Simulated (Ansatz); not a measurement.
Basis sets compared for `C=CCCCCCCCCC[S][Au]`. Charge 0, multiplicity 1. Geometry PBE-D4/def2-SVP. Ansatz on 4 threads of Arm Neoverse V2 on a shared host; times are rough, and most runs start from earlier orbitals.

Cartesian coordinates in Å:
```
C 0.0768 -5.1907 -2.6656
C -0.7900 -4.3368 -2.0937
C -1.1252 -2.9672 -2.6177
C -0.6411 -1.8075 -1.7222
C -1.2823 -1.7638 -0.3300
C -0.7899 -0.6133 0.5591
C -1.1828 0.7880 0.0736
C -0.7659 1.9271 1.0140
C 0.7485 2.1279 1.1425
C 1.1271 3.3042 2.0485
C 2.6358 3.5091 2.1589
S 3.1864 4.7974 3.3403
Au 2.2987 6.7130 2.4989
H 0.2910 -6.1787 -2.2278
H 0.6053 -4.9335 -3.6006
H -1.2922 -4.6438 -1.1572
H -0.6906 -2.8487 -3.6329
H -2.2301 -2.8811 -2.7360
H 0.4647 -1.8733 -1.6144
H -0.8419 -0.8535 -2.2556
H -2.3897 -1.6999 -0.4380
H -1.0847 -2.7232 0.1945
H 0.3164 -0.6856 0.6549
H -1.1899 -0.7550 1.5878
H -0.7492 0.9776 -0.9336
H -2.2866 0.8188 -0.0638
H -1.1977 1.7479 2.0250
H -1.2218 2.8771 0.6579
H 1.1838 2.2835 0.1289
H 1.2222 1.2005 1.5338
H 0.7042 3.1585 3.0659
H 0.6706 4.2440 1.6621
H 3.1226 2.5974 2.5768
H 3.0976 3.6837 1.1653
```

In the def2 sets Au takes a core potential; there is no spin–orbit coupling. The restricted singlet is unstable towards broken spin symmetry in Hartree–Fock (as tested in another run); at PBE-D4/def2-SVP, PBE-D4/def2-TZVP, PBE0-D4/def2-SVP, PBE0-D4/def2-TZVP this wasn't settled.

Binding counts from free atoms (C triplet, S triplet, Au doublet, H doublet) in the same basis, without a counterpoise term.

```tsv
level	functions	energy (Eh)	HOMO (eV)	LUMO (eV)	binding per atom (eV)	wall time
PBE-D4/def2-SVP	309	-964.5933	-5.12	-3.66	4.26	7.5 s
PBE0-D4/def2-SVP	309	-964.6582	-6.23	-2.85	4.20	17 s
```

Q: Estimate the rows for PBE-D4/def2-TZVP (with forces), PBE0-D4/def2-TZVP.

A: 
| level | functions | energy (Eh) | HOMO (eV) | LUMO (eV) | binding per atom (eV) | wall time |
| --- | --- | --- | --- | --- | --- | --- |
| PBE-D4/def2-TZVP (with forces) | 544 | -965.1987 | -5.18 | -3.76 | 4.22 | 20 s |
| PBE0-D4/def2-TZVP | 544 | -965.2517 | -6.26 | -2.94 | 4.16 | 39 s |
